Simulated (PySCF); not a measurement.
PySCF input (BP86/6-31G* (5d)):

```python
from pyscf import gto, dft

mol = gto.M(
    atom='''
    O     1.46243500   -0.27158900    0.05994200
    C     0.24139500   -0.07905500    0.00928300
    C    -1.11361300   -0.60521000   -0.06015200
    C    -0.85028900    0.75894900   -0.02411300
    H    -1.36443800    1.72460400   -0.02964100
    ''',
    basis='6-31g*',
    charge=-1,
    spin=0,
    verbose=4,
)

mf = dft.RKS(mol, xc='bp86')
mf.grids.level = 3
mf.conv_tol = 1e-9
mf.max_cycle = 100
mf.max_memory = 1500
mf.kernel()
if not mf.converged:
    mf = mf.newton()
    mf.kernel(mf.make_rdm1())
mf.dip_moment()
```

Output:

```
PySCF version 2.14.0

[INPUT] verbose = 4
[INPUT] num. atoms = 5
[INPUT] num. electrons = 28
[INPUT] charge = -1
[INPUT] spin (= nelec alpha-beta = 2S) = 0
[INPUT] symmetry False subgroup None
[INPUT] Mole.unit = angstrom
[INPUT] Symbol           X                Y                Z      unit          X                Y                Z       unit  Magmom
[INPUT]  1 O      1.462435000000  -0.271589000000   0.059942000000 AA    2.763601624978  -0.513228828445   0.113273963359 Bohr   0.0
[INPUT]  2 C      0.241395000000  -0.079055000000   0.009283000000 AA    0.456170437839  -0.149392298777   0.017542327614 Bohr   0.0
[INPUT]  3 C     -1.113613000000  -0.605210000000  -0.060152000000 AA   -2.104423578755  -1.143681147848  -0.113670805845 Bohr   0.0
[INPUT]  4 C     -0.850289000000   0.758949000000  -0.024113000000 AA   -1.606813336730   1.434205752513  -0.045566966042 Bohr   0.0
[INPUT]  5 H     -1.364438000000   1.724604000000  -0.029641000000 AA   -2.578414133949   3.259029233329  -0.056013372058 Bohr   0.0

nuclear repulsion = 87.756919137484
number of shells = 26
number of NR pGTOs = 112
number of NR cGTOs = 58
basis = 6-31g*
ecp = {}

******** <class 'pyscf.dft.rks.RKS'> ********
method = RKS
initial guess = minao
damping factor = 0
level_shift factor = 0
DIIS = <class 'pyscf.scf.diis.CDIIS'>
diis_start_cycle = 1
diis_space = 8
diis_damp = 0
SCF conv_tol = 1e-09
SCF conv_tol_grad = None
SCF max_cycles = 100
direct_scf = True
direct_scf_tol = 1e-13
XC library pyscf.dft.libxc version 7.1.2
    S. Lehtola, C. Steigemann, M. J. T. Oliveira, and M. A. L. Marques,  SoftwareX 7, 1–5 (2018)
XC functionals = bp86
    A. D. Becke,  Phys. Rev. A 38, 3098 (1988)
    J. P. Perdew,  Phys. Rev. B 33, 8822 (1986)
    J. P. Perdew,  Phys. Rev. B 34, 7406–7406 (1986)
radial grids:
    Treutler-Ahlrichs [JCP 102, 346 (1995); DOI:10.1063/1.469408] (M4) radial grids

becke partition: Becke, JCP 88, 2547 (1988); DOI:10.1063/1.454033
pruning grids: <function nwchem_prune>
grids dens level: 3
symmetrized grids: False
atomic radii adjust function: <function treutler_atomic_radii_adjust>
small_rho_cutoff = 0
Set gradient conv threshold to 3.16228e-05
Initial guess from minao.
tot grids = 66248
init E= -190.566786266222
  HOMO = -0.251424041188687  LUMO = -0.0925134152708629  gap/eV = 4.32418
cycle= 1 E= -189.851924827527  delta_E= 0.715  |g|= 0.877  |ddm|= 2.69
  HOMO = 0.226283162520369  LUMO = 0.248636973338175  gap/eV = 0.60828
cycle= 2 E= -188.228280574289  delta_E= 1.62  |g|= 2.68  |ddm|=  8.7
  HOMO = 0.125646898303885  LUMO = 0.255487112663916  gap/eV = 3.53313
cycle= 3 E= -189.971815358969  delta_E= -1.74  |g|= 0.415  |ddm|= 8.21
  HOMO = 0.0844670449593972  LUMO = 0.185284986091091  gap/eV = 2.74340
cycle= 4 E= -190.008300412003  delta_E= -0.0365  |g|= 0.246  |ddm|= 0.817
  HOMO = 0.0860128837867937  LUMO = 0.195966245689818  gap/eV = 2.99198
cycle= 5 E= -190.022054853373  delta_E= -0.0138  |g|= 0.0784  |ddm|= 0.223
  HOMO = 0.091418869506148  LUMO = 0.201949935713585  gap/eV = 3.00770
cycle= 6 E= -190.023215733726  delta_E= -0.00116  |g|= 0.0284  |ddm|= 0.111
  HOMO = 0.0901697358028555  LUMO = 0.201200010253321  gap/eV = 3.02129
cycle= 7 E= -190.023450899769  delta_E= -0.000235  |g|= 0.00998  |ddm|= 0.0525
  HOMO = 0.089861072399799  LUMO = 0.201304168424238  gap/eV = 3.03252
cycle= 8 E= -190.023476927965  delta_E= -2.6e-05  |g|= 0.00188  |ddm|= 0.0135
  HOMO = 0.0897529109221176  LUMO = 0.201243291966722  gap/eV = 3.03381
cycle= 9 E= -190.023477720896  delta_E= -7.93e-07  |g|= 0.000255  |ddm|= 0.00206
  HOMO = 0.0897416399130186  LUMO = 0.201244773808325  gap/eV = 3.03415
cycle= 10 E= -190.023477737644  delta_E= -1.67e-08  |g|= 3.51e-05  |ddm|= 0.000478
  HOMO = 0.0897438332595741  LUMO = 0.201246107122113  gap/eV = 3.03413
cycle= 11 E= -190.023477737941  delta_E= -2.97e-10  |g|= 5.56e-06  |ddm|= 6.15e-05
  HOMO = 0.0897440541506622  LUMO = 0.201246689286852  gap/eV = 3.03414
Extra cycle  E= -190.023477737917  delta_E= 2.38e-11  |g|= 1.16e-05  |ddm|= 2.57e-05
converged SCF energy = -190.023477737917

WARN: System has nonzero charge -1; the dipole moment is origin-dependent.
Location of origin: [0. 0. 0.]

Dipole moment(X, Y, Z, Debye):  0.36784,  2.31899,  0.05773
```

The dipole moment of an ion depends on the origin.

The geometry given is a B3LYP-D3(BJ)/def2-TZVP minimum.
